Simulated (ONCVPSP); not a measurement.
## V (Z = 23): one change to an ONCV potential, before and after

ONCVPSP 4.0.1 input, shortened (lines: element, Z, core and valence counts, functional; n l f; lmax; l rc ep ncon nbas qcut; lloc lpopt rc5 dvloc0; l nproj debl; icmod fcfact rcfact), PBE, fully relativistic:

```
  V 23.00    3    4        4      upf
    1    0    2.00
    2    0    2.00
    2    1    6.00
    3    0    2.00
    3    1    6.00
    3    2    4.00
    4    0    1.00
    3
    0    1.60    0.00    4    7    9.00
    1    1.25    0.00    5    9   11.70
    2    1.10    0.00    3    6    9.40
    3    1.40    0.27    4    8    8.40
    4    4    1.05   -1.00
    0    2    1.50
    1    2    2.10
    2    2    3.60
    3    3    3.60
    0    0.00    0.00
```

Open shells are filled in proportion to 2j + 1.

Change: d: qcut 7.5.

Cutoffs: the cutoffs (Ha) at which the residual kinetic energy of the hardest occupied pseudo-wave falls to 1 and 0.1 mHa per electron; they do not see the model core or the augmentation charge, which bear on the density cutoff. Errors are all-electron minus pseudo energies relative to the spin-unpolarised reference configuration.

Question: What does the change do?

Answer: Of the 3 tests that both files solve, the error grows in 2 and shrinks in 1 by more than 15 % and 0.3 meV (median size 1.3 → 5.9 meV); neither file shows a bound ghost.

```tsv
quantity	base	changed
cutoffs, loose and tight	64 Ha, 149 Ha	not determined
bound ghosts	none	none
GHOST(+) flags under 300 eV	none	none
tests with a reliable result	3 of 4	3 of 4
error for 3s2 3p6 3d3 4s2, meV [ΔE -0.59 eV]	0.0	-5.9
error for 3s2 3p6 3d3 4s1, meV [ΔE 7.15 eV]	-3.3	-11
error for 3s2 3p6 3d4 4s0, meV [ΔE 6.61 eV]	+1.3	+0.9
s: phases at 1.63 bohr within 0.05 rad from the reference energy up to (Ha; the scan ends near 5)	to the end of the scan	to the end of the scan
p3/2: phases at 1.27 bohr within 0.05 rad from the reference energy up to (Ha; the scan ends near 5)	to the end of the scan	to the end of the scan
p1/2: phases at 1.27 bohr within 0.05 rad from the reference energy up to (Ha; the scan ends near 5)	to the end of the scan	to the end of the scan
d5/2: phases at 1.12 bohr within 0.05 rad from the reference energy up to (Ha; the scan ends near 5)	to the end of the scan	to the end of the scan
d3/2: phases at 1.12 bohr within 0.05 rad from the reference energy up to (Ha; the scan ends near 5)	to the end of the scan	to the end of the scan
f7/2: phases at 1.43 bohr within 0.05 rad from the reference energy up to (Ha; the scan ends near 5)	to the end of the scan	to the end of the scan
f5/2: phases at 1.43 bohr within 0.05 rad from the reference energy up to (Ha; the scan ends near 5)	to the end of the scan	to the end of the scan
```
